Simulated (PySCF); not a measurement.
Correlation energy of I(3+) (iodine, charge +3)

[Kr] 4d10 5s2 5p2, high-spin 3P determinant. Calculation: PySCF 2.14, in def2-TZVP with the def2 core potential (28 electrons) (6s5p3d2f, 50 functions); scalar relativity through the core potential. Frozen: 4s2 4p6 4d10; 4 electrons correlated.

MP2 pair energies summed by pair of shells (mhartree):

| pair | energy | share (%) |
| --- | --- | --- |
| 5s-5p | -31.30 | 62.9 |
| 5s-5s | -13.63 | 27.4 |
| 5p-5p | -4.86 | 9.8 |

Total MP2 correlation energy: -49.79 mhartree.

Same-spin part -8.03 and opposite-spin part -41.76 mhartree; SCS-MP2 scales them by 1/3 and 6/5 to -52.79 mhartree.

| level | correlation energy (mhartree) |
| --- | --- |
| CCSD | -63.34 |
| (T) | -1.17 |
| CCSD(T) | -64.51 |

Diagnostics: T1 = 0.0056, D1 = 0.0149, largest double amplitude 0.089.

Cost of the coupled-cluster step: 0.74 s of wall time on 1 thread of Intel(R) Xeon(R) Platinum 8375C CPU @ 2.90GHz (shared host), for 4 correlated electrons.

Iterations:

```
CC2 = 0
CCSD nocc = (np.int64(3), np.int64(1)), nmo = (41, 41)
frozen orbitals [[0, 1, 2, 3, 4, 5, 6, 7, 8], [0, 1, 2, 3, 4, 5, 6, 7, 8]]
max_cycle = 100
direct = 0
conv_tol = 1e-08
conv_tol_normt = 1e-06
diis_space = 8
diis_start_cycle = 0
Init t2, MP2 energy = -0.0497902299458977
Init E_corr(UCCSD) = -0.0497902299460472
cycle = 1  E_corr(UCCSD) = -0.0597406712141706  dE = -0.00995044127  norm(t1,t2) = 0.0366779
cycle = 2  E_corr(UCCSD) = -0.0621635881554  dE = -0.00242291694  norm(t1,t2) = 0.012494
cycle = 3  E_corr(UCCSD) = -0.0633609560868147  dE = -0.00119736793  norm(t1,t2) = 0.00510873
cycle = 4  E_corr(UCCSD) = -0.0633406095396179  dE = 2.03465472e-05  norm(t1,t2) = 0.000706152
cycle = 5  E_corr(UCCSD) = -0.0633443874304338  dE = -3.77789082e-06  norm(t1,t2) = 8.65842e-05
cycle = 6  E_corr(UCCSD) = -0.0633437193084641  dE = 6.6812197e-07  norm(t1,t2) = 1.31146e-05
cycle = 7  E_corr(UCCSD) = -0.0633440014854619  dE = -2.82176998e-07  norm(t1,t2) = 1.65878e-06
cycle = 8  E_corr(UCCSD) = -0.0633439242940998  dE = 7.71913621e-08  norm(t1,t2) = 2.78697e-07
cycle = 9  E_corr(UCCSD) = -0.0633439290902158  dE = -4.79611606e-09  norm(t1,t2) = 5.06263e-08
UCCSD converged
E(UCCSD) = -294.6224254193986  E_corr = -0.06334392909021581
UCCSD(T) correction = -0.00117443993430362
```
